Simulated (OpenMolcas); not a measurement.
## Lines of Nb III: computed and rescaled rates

```
Program             : OpenMolcas 26.06
Method              : MS-CASPT2, IPEA 0.25 Eh, imaginary shift 0.1 Eh (closed shells correlated: 4s 4p)
Basis               : ANO-RCC-VTZP [7s6p4d2f1g]
Scalar Hamiltonian  : DKH2, point nucleus
Active space        : 3 electrons in 5 orbitals (4d)
State averaging     : 2S+1 = 4 even, 10 roots; 2S+1 = 2 even, 40 roots
Spin-orbit coupling : state interaction with AMFI integrals over the reference wave functions, term energies averaged over their components
```

Rates come from the transition moments of the reference wave functions (E1 and E2 in the length form). At fixed line strength A goes as λ^-3 for E1 and M1 and as λ^-5 for E2, so a rate at the computed wavelength can be rescaled to the measured one. Measured vacuum wavelengths follow from level energies in the list in Shadmi, J. Res. Natl. Bur. Stand. 70A, 435 (1966). Branching counts decays inside the model space alone, at computed energies, and the table is only a selection of the E2 and M1 lines, drawn from those between levels with measured partners whose computed energy lies within a factor of 1.5 of the measured one.

| Upper | Lower | Type | λ computed (nm) | λ measured (nm) | A computed (s-1) | A rescaled (s-1) | Branching % |
| --- | --- | --- | --- | --- | --- | --- | --- |
| 4d³ ²D_5/2(1) | 4d³ ⁴F_7/2 | M1 | 796.1 | 839.1 | 3.67e-01 |  | 72.8 |
| 4d³ ²G_9/2 | 4d³ ⁴F_9/2 | M1 | 1230 | 1271 | 1.94e-01 |  | 67.6 |
| 4d³ ²G_9/2 | 4d³ ⁴F_7/2 | M1 | 1124 | 1159 | 9.10e-02 |  | 31.6 |
| 4d³ ²G_7/2 | 4d³ ⁴F_5/2 | M1 | 1113 | 1147 | 9.03e-02 |  | 50.5 |
| 4d³ ²F_7/2 | 4d³ ²G_7/2 | M1 | 870.8 | 941.2 | 8.53e-02 |  | 25.4 |
| 4d³ ²G_7/2 | 4d³ ⁴F_7/2 | M1 | 1202 | 1241 | 8.48e-02 |  | 47.4 |
| 4d³ ²F_7/2 | 4d³ ⁴F_9/2 | M1 | 525.3 | 558 | 8.44e-02 |  | 25.1 |
| 4d³ ²F_5/2 | 4d³ ⁴F_3/2 | M1 | 471.1 | 500.6 | 7.37e-02 |  | 26.5 |
| 4d³ ²H_9/2 | 4d³ ²G_9/2 | M1 | 2960 | 3213 | 7.21e-02 |  | 51.2 |
| 4d³ ²F_5/2 | 4d³ ²G_7/2 | E2 | 852.8 | 931.2 | 5.76e-02 | 3.71e-02 | 20.7 |
| 4d³ ²H_9/2 | 4d³ ²G_7/2 | M1 | 2528 | 2717 | 5.41e-02 |  | 38.4 |
| 4d³ ²F_5/2 | 4d³ ²G_7/2 | M1 | 852.8 | 931.2 | 5.16e-02 |  | 18.5 |
| 4d³ ²H_11/2 | 4d³ ²G_9/2 | M1 | 2682 | 2891 | 4.62e-02 |  | 95.5 |
| 4d³ ⁴P_1/2 | 4d³ ⁴F_3/2 | E2 | 1113 | 1154 | 2.70e-02 | 2.25e-02 | 67.2 |
| 4d³ ⁴P_5/2 | 4d³ ⁴F_9/2 | E2 | 1256 | 1306 | 1.91e-02 | 1.57e-02 | 38.4 |
| 4d³ ⁴F_7/2 | 4d³ ⁴F_5/2 | M1 | 15050 | 15130 | 1.27e-02 | 1.25e-02 | 100.0 |
| 4d³ ⁴P_5/2 | 4d³ ⁴P_3/2 | M1 | 9995 | 10140 | 1.27e-02 | 1.22e-02 | 25.5 |
| 4d³ ⁴P_3/2 | 4d³ ⁴F_3/2 | M1 | 1122 | 1162 | 1.26e-02 |  | 27.2 |
| 4d³ ⁴P_1/2 | 4d³ ⁴F_5/2 | E2 | 1181 | 1227 | 1.25e-02 | 1.03e-02 | 31.0 |
| 4d³ ⁴F_9/2 | 4d³ ⁴F_7/2 | M1 | 13020 | 13120 | 1.22e-02 | 1.19e-02 | 100.0 |
| 4d³ ⁴P_3/2 | 4d³ ⁴F_5/2 | E2 | 1191 | 1236 | 1.05e-02 | 8.72e-03 | 22.6 |
| 4d³ ⁴P_5/2 | 4d³ ⁴F_7/2 | E2 | 1145 | 1188 | 9.71e-03 | 8.08e-03 | 19.5 |
| 4d³ ⁴P_3/2 | 4d³ ⁴F_7/2 | E2 | 1293 | 1346 | 9.26e-03 | 7.57e-03 | 20.0 |
| 4d³ ⁴P_3/2 | 4d³ ⁴F_5/2 | M1 | 1191 | 1236 | 9.11e-03 |  | 19.6 |
| 4d³ ⁴F_5/2 | 4d³ ⁴F_3/2 | M1 | 19290 | 19390 | 6.00e-03 | 5.91e-03 | 100.0 |

Spin-changing lines and M1 lines between different terms are not rescaled, since their strength hangs on the term gaps too.

The largest correction is for 4d³ ²F_5/2 → 4d³ ²G_7/2 (E2): 5.76e-02 × (852.8 / 931.2)^5 = 3.71e-02 s-1, a factor of 0.64.

The computed rate and branching of 4d³ ⁴F_5/2 → 4d³ ⁴F_3/2 give the upper level a radiative lifetime of 1.000 / 6.00e-03 s-1 = 1.67e+02 s, counting decays inside the model space alone. The rescaled rate gives about 1.7e+02 s.

These are rates of the free ion; in crystals, glasses and complexes forced electric-dipole and non-radiative decay shorten such lifetimes by orders of magnitude. No measured rate stands beside these. Rescaling mends the energy factor alone: line strengths can still be far off where a level mixes with configurations outside the active space, and weak or spin-changing lines hang on small mixing coefficients that depend on the term gaps too, so rescaling need not improve them.

Term energies are means over components that CASPT2 splits; among the terms shown or strongly mixed into the levels shown the widest spread is 670 cm-1 (4d³ ⁴F). Levels of configurations with an s electron are missing; early in the row they begin among the upper levels of the d shell and mix with terms of their name. The CASPT2 spread within a term exceeds the gap to the next term for 4d³ ⁴P and 4d³ ²G, 4d³ ²D(1) and 4d³ ²H, so the order of their levels is uncertain. Computed and measured levels are paired by configuration, term and J; levels that our copy of the source lacks, or whose pairing is in doubt (as where it misses far off the trend of its configuration), stay unpaired. Only configurations of the active space appear.

A number in round brackets counts repeated terms of one configuration in the order of the reference energies.
